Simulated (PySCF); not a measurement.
Isomers of C3H9NSi2.

All values: PBE0/pcSseg-1 (PySCF) at GFN2-xTB geometries, gas phase, one conformer each.

Question: Rank by HOMO–LUMO gap, highest first.
A. `[N:1]#[C:2][CH2:3][CH:4]([SiH3:5])[SiH3:6]` with C2–C3–C4–Si5 -167°
B. `[CH:1]#[C:2][Si@@:3]([CH3:4])([NH2:5])[SiH3:6]` with C2–Si3–N5–H 58° and -162°
C. `[H]/[N:1]=[CH:2]\[CH:3]=[CH:4]\[SiH2:5][SiH3:6]` with N1–C2–C3–C4 178°, C3–C4–Si5–Si6 -104°

Answer: A (8.72 eV), B (6.73 eV), C (5.86 eV).

Question: Rank by the lowest Hirshfeld charge on any atom, highest value first.
A. `[H]/[N:1]=[CH:2]\[CH:3]=[CH:4]\[SiH2:5][SiH3:6]` with N1–C2–C3–C4 178°, C3–C4–Si5–Si6 -104°
B. `[CH2:1]=[N:2][CH:3]1[SiH2:4][CH2:5][SiH2:6]1` with C1–N2–C3–Si4 -130°
C. `[CH:1]#[C:2][Si@@:3]([CH3:4])([NH2:5])[SiH3:6]` with C2–Si3–N5–H 58° and -162°

Answer: A (-0.229 e), B (-0.256 e), C (-0.315 e).

Question: Rank by LUMO energy, lowest first.
A. `[H]/[N:1]=[CH:2]\[CH:3]=[CH:4]\[SiH2:5][SiH3:6]` with N1–C2–C3–C4 178°, C3–C4–Si5–Si6 -104°
B. `[CH2:1]=[N:2][CH:3]1[SiH2:4][CH2:5][SiH2:6]1` with C1–N2–C3–Si4 -130°
C. `[CH:1]#[C:2][Si@@:3]([CH3:4])([NH2:5])[SiH3:6]` with C2–Si3–N5–H 58° and -162°

Answer: A (-1.73 eV), C (-0.34 eV), B (-0.15 eV).

All values together:

```csv
SMILES,μ (D),HOMO (eV),LUMO (eV),lowest IAO charge (e),highest IAO charge (e),lowest Hirshfeld charge (e),highest Hirshfeld charge (e)
N#CCC([SiH3])[SiH3],3.51,-8.86,-0.14,-0.636 (C),+0.596 (Si),-0.227 (N),+0.317 (Si)
C=NC1[SiH2]C[SiH2]1,1.06,-6.99,-0.15,-0.834 (C),+0.770 (Si),-0.256 (C),+0.348 (Si)
[H]/N=C\C=C\[SiH2][SiH3],2.24,-7.58,-1.73,-0.424 (N),+0.463 (Si),-0.229 (N),+0.251 (Si)
C#C[Si@@](C)(N)[SiH3],0.95,-7.07,-0.34,-0.834 (N),+0.931 (Si),-0.315 (N),+0.359 (Si)
```

Conformers: `[N:1]#[C:2][CH2:3][CH:4]([SiH3:5])[SiH3:6]` with C2–C3–C4–Si5 -167°; `[CH2:1]=[N:2][CH:3]1[SiH2:4][CH2:5][SiH2:6]1` with C1–N2–C3–Si4 -130°; `[H]/[N:1]=[CH:2]\[CH:3]=[CH:4]\[SiH2:5][SiH3:6]` with N1–C2–C3–C4 178°, C3–C4–Si5–Si6 -104°; `[CH:1]#[C:2][Si@@:3]([CH3:4])([NH2:5])[SiH3:6]` with C2–Si3–N5–H 58° and -162°.
